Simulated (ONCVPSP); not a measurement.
## u(r) = r·R(r): atom against pseudo-atom (zinc)

Columns: radius, all-electron u(r) and pseudo u(r) of the 3p shell (level -83.26 eV) of zinc in the configuration [Ne] 3s2 3p6 3d10 4s2; LDA (Perdew-Wang 92), scalar-relativistic, ONCV scheme, ONCVPSP 4.0.1.

```
r (bohr)  all-electron  pseudo
   0.075       -0.5460  0.0580
   0.150       -0.6173  0.2188
   0.225       -0.1808  0.4491
   0.300        0.3642  0.7035
   0.375        0.8095  0.9370
   0.450        1.0973  1.1150
   0.525        1.2400  1.2198
   0.600        1.2742  1.2511
   0.675        1.2356  1.2205
   0.750        1.1539  1.1465
   0.825        1.0501  1.0471
   0.900        0.9381  0.9371
   0.975        0.8268  0.8265
   1.050        0.7213  0.7211
   1.125        0.6242  0.6241
   1.200        0.5370  0.5368
   1.275        0.4596  0.4595
   1.350        0.3918  0.3917
   1.425        0.3330  0.3329
   1.500        0.2822  0.2821
   1.575        0.2386  0.2386
   1.650        0.2014  0.2014
   1.725        0.1697  0.1697
   1.800        0.1428  0.1428
   1.875        0.1201  0.1200
   1.950        0.1008  0.1008
```

Question: How many radial nodes do the two functions have?

Answer: The all-electron 3p function has n − l − 1 = 1; the pseudo-wave has 0, since the states of the same l below it are removed with the core.

Question: At about which radius was the pseudo-wave matched?

Answer: 1.10 bohr. The columns agree to 0.0005 from 0.97 bohr on; several derivatives are matched, so the curves merge somewhat inside the radius.

Question: Is the pseudo-wave norm-conserving?

Answer: Yes: the ONCV scheme keeps the norm inside the radius equal to the all-electron one, which fixes the energy derivative of the logarithmic derivative at the level.
